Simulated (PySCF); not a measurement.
A survey of 19F NMR shifts

- σ from GIAO-PBE0/pcSseg-1
- GFN2-xTB geometry
- run in PySCF 2.14.0 with density-fitted response routines
- a single conformation, equivalent nuclei averaged, isolated molecule, no relativistic terms

Shieldings were converted by a linear fit to measured shifts: 19F (scatter 6.0 ppm rms, 7.0 ppm with the 5 outliers that the fit left out vs CFCl3, solution or neat liquid, with a term for F on sp3 carbon). Occasional misses reach two or three times the rms, and more in compound classes unlike the fitted ones.

Task: Give the 19F shifts of `CC[C@@H](OC)[C@H](F)C(=O)F`.

Result: 
```tsv
compound	environment	δ (ppm)
[CH3:1][CH2:2][C@@H:3]([O:4][CH3:5])[C@H:6]([F:7])[C:8](=[O:9])[F:10]	F10: fluorine bonded to C	39.1
[CH3:1][CH2:2][C@@H:3]([O:4][CH3:5])[C@H:6]([F:7])[C:8](=[O:9])[F:10]	F7: fluorine on an sp3 carbon	-186.6
```

Task: Match the shifts -41.7, -107.8, -210.3 ppm to `C=C(C#N)SC(F)(F)F`, `CCO[Si@@H]1C[SiH2][C@H](F)C1`, `C=C(F)[Si]1(O)[SiH2]O[SiH2]1`.

Result: -41.7: C=C(C#N)SC(F)(F)F (fluorine of an SCF3 group); -107.8: C=C(F)[Si]1(O)[SiH2]O[SiH2]1 (vinylic fluorine); -210.3: CCO[Si@@H]1C[SiH2][C@H](F)C1 (fluorine on an sp3 carbon).
